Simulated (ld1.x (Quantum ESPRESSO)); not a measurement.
An all-electron radial function and its pseudo partner (beryllium)

Columns: radius, all-electron u(r) and pseudo u(r) of the 2p shell (level -2.10 eV) of beryllium in the configuration [He] 2s2 2p0; LDA (PZ), scalar-relativistic, PAW scheme, ld1.x (Quantum ESPRESSO) 7.5.

| r (bohr) | all-electron | pseudo |
| --- | --- | --- |
| 0.220 | 0.0500 | 0.0076 |
| 0.440 | 0.1416 | 0.0299 |
| 0.660 | 0.2352 | 0.0654 |
| 0.880 | 0.3177 | 0.1114 |
| 1.100 | 0.3859 | 0.1651 |
| 1.320 | 0.4397 | 0.2227 |
| 1.540 | 0.4797 | 0.2805 |
| 1.760 | 0.5071 | 0.3352 |
| 1.980 | 0.5233 | 0.3836 |
| 2.200 | 0.5302 | 0.4235 |
| 2.420 | 0.5293 | 0.4531 |
| 2.640 | 0.5223 | 0.4719 |
| 2.860 | 0.5104 | 0.4802 |
| 3.080 | 0.4947 | 0.4788 |
| 3.300 | 0.4763 | 0.4693 |
| 3.520 | 0.4559 | 0.4537 |
| 3.740 | 0.4342 | 0.4340 |
| 3.960 | 0.4117 | 0.4119 |
| 4.180 | 0.3888 | 0.3889 |
| 4.400 | 0.3660 | 0.3660 |
| 4.620 | 0.3435 | 0.3435 |
| 4.840 | 0.3214 | 0.3214 |
| 5.060 | 0.3001 | 0.3001 |
| 5.280 | 0.2795 | 0.2795 |
| 5.500 | 0.2599 | 0.2599 |
| 5.720 | 0.2412 | 0.2412 |

Q: How many radial nodes do the two functions have?

A: The all-electron 2p function has n − l − 1 = 0; the pseudo-wave has 0.

Q: At about which radius was the pseudo-wave matched?

A: 4.40 bohr. The columns agree to 0.0005 from 3.74 bohr on; several derivatives are matched, so the curves merge somewhat inside the radius.

Q: Is the pseudo-wave norm-conserving?

A: No, it belongs to a PAW set: the norm inside the radius is not constrained, and the difference is carried by the augmentation charge.
